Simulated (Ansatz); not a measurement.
Stepwise reaction of `C[SiH2][SiH](O)O` with hydrogen fluoride, as a gas-phase model of exchange steps in deposition or etching. ΔE in kJ/mol.

Program: Ansatz. Geometries: PBE0-D4/def2-TZVP. ΔE: electronic, gas phase. CBS: MP2 limit from def2 TZ/QZ plus the TZ coupled-cluster correction, frozen cores. This one scheme is used for every species. Functionals use def2-TZVPP. B3LYP here is the variant with VWN-RPA as its local correlation; programs differ in this. One conformer a species, not always the lowest.

```csv
step,reaction,PBE-D4,B3LYP-D4,ωB97M-V,CCSD(T)/CBS
1,`C[SiH2][SiH](O)O` + H–F → `C[SiH2][SiH](O)F` + H₂O,-43.1,-46.5,-46.1,-45.1
2,`C[SiH2][SiH](O)F` + H–F → `C[SiH2][SiH](F)F` + H₂O,-38.3,-40.4,-39.9,-39.3
```

(1) By hand: ΔE of the 2 steps together at CCSD(T)/CBS.

## Answers

(1) (-45.1) + (-39.3) = -84.4 kJ/mol, or -42.2 kJ/mol a step.

In ΔE each step is higher than the one before. All are downhill at CCSD(T)/CBS. PBE-D4 differs from CCSD(T)/CBS by 1.0 to 2.0 kJ/mol a step. Only this route is followed, and other bonds may react first. Isolated molecules leave out the surface, adducts and barriers. Largest T1 diagnostic: 0.012.
